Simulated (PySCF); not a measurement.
A run for PySCF: R-HF/3-21G on C2H3ClO (a complex), monomers drawn apart or pushed together.

```python
from pyscf import gto, scf, dft, mp
from pyscf.data.elements import chemcore

mol = gto.M(
    atom='''
    C     0.16091069    0.53450818    0.03766911
    O    -0.42834911   -0.07465605   -0.70153484
    C     1.21636011    0.23914855    3.90228675
    Cl    0.23401864   -1.19120363    3.44010107
    H     0.70340878    0.75780120    4.70650800
    H     2.19014944   -0.10996370    4.23206338
    H     1.31007465    0.87710445    3.02900564
    ''',
    basis='3-21g',
    charge=0, spin=0, verbose=3, max_memory=1800)
mf = scf.RHF(mol)
mf.conv_tol = 1e-8
mf.max_cycle = 100
mf.kernel()
if not mf.converged:
    mf = mf.newton().run(mf.mo_coeff, mf.mo_occ)
```

It printed:

```
converged SCF energy = -608.781219868673
```

The run converged.

Cost: roughly 0.12 core-seconds.
